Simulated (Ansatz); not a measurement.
**Which is lower?**

The two ends of one reaction step of SiAsH$_{7}$O$_{2}$, closed shell (PBE0-D4/def2-TZVP).

A:

```csv
atom,x (Å),y (Å),z (Å)
Si1,0.1405,0.2918,-0.8608
O2,0.3358,-1.8346,1.4443
H3,1.5034,0.2038,-0.2878
H4,-0.3545,-1.0609,-1.2395
O5,0.3394,1.2286,-2.2114
H6,1.2448,-1.7140,1.7292
As7,-1.4741,1.3043,0.5386
H8,0.3406,-2.6369,0.9167
H9,-0.4465,1.4419,-2.7163
H10,-1.1319,0.3929,1.7026
H11,-0.4976,2.3830,0.9845
```

B:

```
11
angstrom
Si 0.5306 -0.8847 -1.4165
O 0.7370 -1.4718 0.1091
H 1.3596 -1.6240 -2.3970
H -0.9214 -1.0567 -1.6564
O 1.0002 0.6769 -1.5737
H -0.1439 0.9057 2.5520
As -0.9627 1.3073 1.3402
H 1.6366 -1.5569 0.4292
H 0.5276 1.3038 -1.0153
H -1.9213 0.1431 1.4924
H -1.8423 2.2572 2.1359
```

Program: Ansatz 0.2.0. Basis: def2-TZVPP. Cores are frozen in the correlated methods. Filled d shells of the heavier atoms are correlated. The def2 sets are not built for correlating such inner shells, so the correlated values are less sure here. B3LYP uses VWN-RPA correlation.

Question: Which structure is lower at CCSD(T), and by how much? (Judge from chemistry; the value comes from the calculation.)

Answer: Computed: B, by 21.64 kcal/mol (electronic energy, against the other). By their contacts, A is a complex of SiAsH₅O ([OH][SiH2][AsH2]) + H₂O and B is a complex of SiH₄O₂ ([OH][SiH2][OH]) + AsH₃.

All methods give the same order:

```csv
method,E(B) − E(A) (kcal/mol)
SPW92,-19.16
PBE-D4,-17.70
BLYP-D4,-21.10
r2SCAN-D4,-20.61
B97M-V,-22.33
PBE0-D4,-18.68
B3LYP-D4,-21.74
r2SCAN0-D4,-20.81
BHLYP-D4,-23.14
CAM-B3LYP-D4,-23.38
wB97X-V,-21.48
wB97M-V,-21.43
B2PLYP,-22.19
PBE-QIDH,-20.39
RPA on PBE,-21.92
HF,-25.73
MP2,-21.56
CCSD,-22.19
CCSD(T),-21.64
```

No T1 diagnostic of these runs exceeds 0.012.

Labels in which every atom is bracketed show which atoms are joined, not bond orders.

For scale, one of the runs: CCSD(T)/def2-TZVPP, 250 basis functions, launched by `ansatz run in.yaml --threads 8 --pin off --events-out ev --progress --plain --max-ram 19148MiB`. Hardware: 8 CPU threads of an Arm Neoverse V1, shared host. Wall time 2.2 min; peak host memory 5.4 GiB.
